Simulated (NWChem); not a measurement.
# ZnF cation; SMILES [F][Zn+]

```xyz
2

Zn     0.0000     0.0000    -0.3923
F      0.0000     0.0000     1.3267
```
Atoms are numbered in this order, from 1.

STO-3G and 3-21G are far too small for this property and stand as cheap habits. All runs use the structure optimised with PBE0/def2-SVP.

**Question.** Give the principal values of the shielding tensors (ppm) of Zn1, F2 from Hartree-Fock/STO-3G, GIAO (NWChem), with their diamagnetic and paramagnetic parts as GIAO splits them.

**Answer.** 
```csv
atom,σ11,σ22,σ33,isotropic,diamagnetic,paramagnetic
Zn1,2491.4,38065.7,38065.7,26207.6,2476.5,23731.1
F2,-87.1,-87.1,482.9,102.9,454.4,-351.5
```
